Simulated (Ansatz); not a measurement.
Geometry optimisation of CH6AlFO2Si, SMILES `C[O][Al]([F])[O][SiH3]`.

```yaml
crystal:
  periodic: [false, false, false]
  atoms:
    - {symbol: C, position_ang: [-0.055397, 2.059185, 1.481762]}
    - {symbol: O, position_ang: [0.928407, 1.716046, 0.539695]}
    - {symbol: Al, position_ang: [1.172967, 0.432603, -0.538622]}
    - {symbol: F, position_ang: [2.535415, 0.498509, -1.496207]}
    - {symbol: O, position_ang: [0.102951, -0.876825, -0.659497]}
    - {symbol: Si, position_ang: [-0.709498, -2.274234, -1.052496]}
    - {symbol: H, position_ang: [-0.571417, 2.999029, 1.182296]}
    - {symbol: H, position_ang: [0.409721, 2.240266, 2.476383]}
    - {symbol: H, position_ang: [-0.835478, 1.273624, 1.611750]}
    - {symbol: H, position_ang: [0.041336, -3.475209, -0.542359]}
    - {symbol: H, position_ang: [-2.076615, -2.253921, -0.423253]}
    - {symbol: H, position_ang: [-0.865592, -2.394373, -2.545553]}
basis:
  gaussian: {orbitals: def2-TZVP}
hamiltonian: {xc: pbe0, dispersion: d4}
relax: {f_tol: 0.005, max_steps: 150}
```

```sh
$ ansatz run in.yaml --threads 2 --pin off --events-out ev --progress --plain --max-ram 20480MiB --backend cuda --devices 0, --max-vram 18GiB
```

Shortened log:

```
Functional definition: PBE0
mean field -22415.16228155 eV, -823.7420203044 hartree, gradient 4.4e-5 eV, S^2 0.000000; 0 other end points of the search recorded, 0 dependent functions left out
relax step   1: F+E_penalty+E_count = -22415.36152815 eV  Δ(F+E_penalty+E_count) = +0.000e0 eV  max|allowed force component| = 6.889e-1 eV/Å  Δτ_max = 0.0000 Å  (27 SCF iters, accepted)
mean field -22415.22996384 eV, -823.7445075826 hartree, gradient 1.6e-5 eV, S^2 0.000000; 0 other end points of the search recorded, 0 dependent functions left out
relax step   2: F+E_penalty+E_count = -22415.43005252 eV  Δ(F+E_penalty+E_count) = -6.852e-2 eV  max|allowed force component| = 4.920e-1 eV/Å  Δτ_max = 0.0431 Å  (32 SCF iters, accepted)
mean field -22415.24733359 eV, -823.7451459090 hartree, gradient 1.6e-5 eV, S^2 0.000000; 0 other end points of the search recorded, 0 dependent functions left out
relax step   3: F+E_penalty+E_count = -22415.44819731 eV  Δ(F+E_penalty+E_count) = -1.814e-2 eV  max|allowed force component| = 1.204e-1 eV/Å  Δτ_max = 0.0298 Å  (32 SCF iters, accepted)
mean field -22415.24758315 eV, -823.7451550802 hartree, gradient 1.5e-5 eV, S^2 0.000000; 0 other end points of the search recorded, 0 dependent functions left out
relax step   4: F+E_penalty+E_count = -22415.44840495 eV  Δ(F+E_penalty+E_count) = -2.076e-4 eV  max|allowed force component| = 7.670e-2 eV/Å  Δτ_max = 0.0148 Å  (32 SCF iters, accepted)
mean field -22415.24663840 eV, -823.7451203612 hartree, gradient 1.5e-5 eV, S^2 0.000000; 0 other end points of the search recorded, 0 dependent functions left out
relax step   5: F+E_penalty+E_count = -22415.44755676 eV  Δ(F+E_penalty+E_count) = +8.482e-4 eV  max|allowed force component| = 9.073e-2 eV/Å  Δτ_max = 0.0265 Å  (32 SCF iters, rejected (line search))
mean field -22415.24791878 eV, -823.7451674146 hartree, gradient 1.5e-5 eV, S^2 0.000000; 0 other end points of the search recorded, 0 dependent functions left out
relax step   6: F+E_penalty+E_count = -22415.44885426 eV  Δ(F+E_penalty+E_count) = -4.493e-4 eV  max|allowed force component| = 1.800e-2 eV/Å  Δτ_max = 0.0133 Å  (31 SCF iters, accepted)
mean field -22415.24798033 eV, -823.7451696764 hartree, gradient 1.5e-5 eV, S^2 0.000000; 0 other end points of the search recorded, 0 dependent functions left out
relax step   7: F+E_penalty+E_count = -22415.44899993 eV  Δ(F+E_penalty+E_count) = -1.457e-4 eV  max|allowed force component| = 5.987e-3 eV/Å  Δτ_max = 0.0185 Å  (32 SCF iters, accepted)
mean field -22415.24791675 eV, -823.7451673398 hartree, gradient 1.5e-5 eV, S^2 0.000000; 0 other end points of the search recorded, 0 dependent functions left out
relax step   8: F+E_penalty+E_count = -22415.44909088 eV  Δ(F+E_penalty+E_count) = -9.095e-5 eV  max|allowed force component| = 1.382e-2 eV/Å  Δτ_max = 0.0280 Å  (31 SCF iters, accepted)
mean field -22415.24780357 eV, -823.7451631805 hartree, gradient 1.5e-5 eV, S^2 0.000000; 0 other end points of the search recorded, 0 dependent functions left out
relax step   9: F+E_penalty+E_count = -22415.44910151 eV  Δ(F+E_penalty+E_count) = -1.064e-5 eV  max|allowed force component| = 2.115e-2 eV/Å  Δτ_max = 0.0201 Å  (32 SCF iters, accepted)
mean field -22415.24783091 eV, -823.7451641853 hartree, gradient 1.5e-5 eV, S^2 0.000000; 0 other end points of the search recorded, 0 dependent functions left out
relax step  10: F+E_penalty+E_count = -22415.44916333 eV  Δ(F+E_penalty+E_count) = -6.181e-5 eV  max|allowed force component| = 2.108e-2 eV/Å  Δτ_max = 0.0063 Å  (33 SCF iters, accepted)
mean field -22415.24783285 eV, -823.7451642567 hartree, gradient 1.6e-5 eV, S^2 0.000000; 0 other end points of the search recorded, 0 dependent functions left out
relax step  11: F+E_penalty+E_count = -22415.44918638 eV  Δ(F+E_penalty+E_count) = -2.305e-5 eV  max|allowed force component| = 1.470e-2 eV/Å  Δτ_max = 0.0035 Å  (25 SCF iters, accepted)
mean field -22415.24782128 eV, -823.7451638312 hartree, gradient 1.5e-5 eV, S^2 0.000000; 0 other end points of the search recorded, 0 dependent functions left out
relax step  12: F+E_penalty+E_count = -22415.44920175 eV  Δ(F+E_penalty+E_count) = -1.538e-5 eV  max|allowed force component| = 9.725e-3 eV/Å  Δτ_max = 0.0069 Å  (33 SCF iters, accepted)
mean field -22415.24779820 eV, -823.7451629833 hartree, gradient 1.5e-5 eV, S^2 0.000000; 0 other end points of the search recorded, 0 dependent functions left out
relax step  13: F+E_penalty+E_count = -22415.44921212 eV  Δ(F+E_penalty+E_count) = -1.037e-5 eV  max|allowed force component| = 1.082e-2 eV/Å  Δτ_max = 0.0078 Å  (32 SCF iters, accepted)
mean field -22415.24778282 eV, -823.7451624180 hartree, gradient 1.5e-5 eV, S^2 0.000000; 0 other end points of the search recorded, 0 dependent functions left out
relax step  14: F+E_penalty+E_count = -22415.44921846 eV  Δ(F+E_penalty+E_count) = -6.334e-6 eV  max|allowed force component| = 7.672e-3 eV/Å  Δτ_max = 0.0059 Å  (33 SCF iters, accepted)
mean field -22415.24777237 eV, -823.7451620340 hartree, gradient 1.5e-5 eV, S^2 0.000000; 0 other end points of the search recorded, 0 dependent functions left out
relax step  15: F+E_penalty+E_count = -22415.44922227 eV  Δ(F+E_penalty+E_count) = -3.814e-6 eV  max|allowed force component| = 3.665e-3 eV/Å  Δτ_max = 0.0047 Å  (34 SCF iters, accepted)
mean field -22415.24777237 eV, -823.7451620340 hartree, gradient 4.9e-5 eV, S^2 0.000000; 1 other end points of the search recorded, 0 dependent functions left out
Total energy: -22415.44926431 eV, -823.7525667262 hartree
Atom 0 at    -0.079876     1.995927     1.448321 Å, force     0.000607     0.001782    -0.001828 eV/Å
Atom 1 at     0.916690     1.698029     0.510868 Å, force     0.000739    -0.002512    -0.002387 eV/Å
Atom 2 at     1.185351     0.441993    -0.553977 Å, force     0.000309     0.002080     0.001173 eV/Å
Atom 3 at     2.524691     0.507676    -1.495247 Å, force    -0.001171    -0.000233     0.001061 eV/Å
Atom 4 at     0.143831    -0.855490    -0.682242 Å, force    -0.001584    -0.003665    -0.002422 eV/Å
Atom 5 at    -0.692802    -2.210953    -1.008076 Å, force     0.002640     0.002376     0.000849 eV/Å
Atom 6 at    -0.549658     2.952414     1.199743 Å, force    -0.000556     0.000766    -0.000206 eV/Å
Atom 7 at     0.362278     2.084811     2.445229 Å, force     0.001267     0.000287     0.003006 eV/Å
Atom 8 at    -0.862920     1.229852     1.487918 Å, force    -0.001751    -0.001742     0.000253 eV/Å
Atom 9 at     0.037227    -3.396884    -0.488192 Å, force     0.000134    -0.000080     0.000513 eV/Å
Atom 10 at    -2.026729    -2.141603    -0.355532 Å, force    -0.000294     0.000229     0.000120 eV/Å
Atom 11 at    -0.881283    -2.361071    -2.474913 Å, force    -0.000341     0.000711    -0.000130 eV/Å
Dipole moment:    -0.341276    -0.000518     0.249932 e Å
```

It took 18 s on 2 threads of an AMD EPYC 7R13 on a shared host and a share of an NVIDIA H100 80 GB, with 0.89 GiB of host memory at the peak.
